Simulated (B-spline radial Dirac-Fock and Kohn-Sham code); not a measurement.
K-shell conversion coefficients of Hf against transition energy

The computed values come from a radial atomic solver: a Dirac-Hartree-Slater potential of the neutral atom with a Latter tail (no hole, which puts coefficients of high multipoles low close above an edge), finite nucleus with surface currents. Subshells within 1 keV of threshold and pair formation are left out.

```csv
energy (keV),E3,E4,E5,M1,M2,M5
67.1,0.426,0.0629,0.00750,10.7,109,21.4
69.9,0.864,0.401,0.178,9.47,94.1,128
88.1,2.36,4.54,9.13,4.84,40.9,1010
100,2.34,5.65,14.4,3.36,25.9,1040
116,1.94,5.43,16.0,2.19,15.3,806
117,1.91,5.38,16.0,2.14,14.8,789
126,1.66,4.88,15.1,1.73,11.4,643
157,0.997,3.11,10.2,0.929,5.25,299
200,0.515,1.60,5.21,0.472,2.28,110
239,0.307,0.933,2.94,0.289,1.25,49.8
240,0.304,0.921,2.90,0.285,1.24,48.8
244,0.289,0.875,2.74,0.273,1.17,45.3
437,0.0545,0.141,0.366,0.0573,0.182,3.27
464,0.0463,0.117,0.298,0.0490,0.152,2.51
500,0.0380,0.0939,0.232,0.0404,0.121,1.81
536,0.0317,0.0765,0.184,0.0337,0.0988,1.35
716,0.0154,0.0338,0.0727,0.0161,0.0429,0.407
992,0.00728,0.0144,0.0275,0.00715,0.0176,0.117
1000,0.00715,0.0141,0.0269,0.00701,0.0172,0.114
1020,0.00685,0.0134,0.0255,0.00667,0.0163,0.106
1060,0.00630,0.0122,0.0228,0.00607,0.0148,0.0923
1310,0.00401,0.00733,0.0128,0.00362,0.00852,0.0443
2000,0.00169,0.00282,0.00444,0.00131,0.00298,0.0117
```

**Question.** How fast do they fall between 1060 and 2000 keV?

**Answer.** As powers of the energy: E3 E^-2.07, E4 E^-2.31, E5 E^-2.58, M1 E^-2.42, M2 E^-2.52, M5 E^-3.26. Within one type (E or M) the higher multipoles fall faster.
